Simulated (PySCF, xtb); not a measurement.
C₃H₇FSi, SMILES FC1C[SiH2]C1.

Harmonic wavenumbers (cm⁻¹) from GFN2-xTB in xtb at its own minimum, in rising order: 79, 370, 405, 448, 451, 503, 608, 686, 718, 754, 773, 813, 899, 1003, 1035, 1080, 1160, 1180, 1199, 1255, 1312, 1456, 1462, 2274, 2289, 2935, 3011, 3016, 3021, 3024.

### Question
What does PySCF with ωB97X-D3(BJ)/def2-SVP give at its own minimum? (The exact figures need the calculation; the answer reports its results.)

### Answer
137, 372, 421, 458, 512, 523, 674, 726, 760, 812, 888, 913, 975, 977, 1070, 1090, 1120, 1183, 1217, 1331, 1393, 1418, 1458, 2263, 2268, 3080, 3100, 3104, 3189, 3189. Paired by order, the mean absolute difference is 56 cm⁻¹ and the zero-point energies are 56.1 and 58.1 kcal/mol.
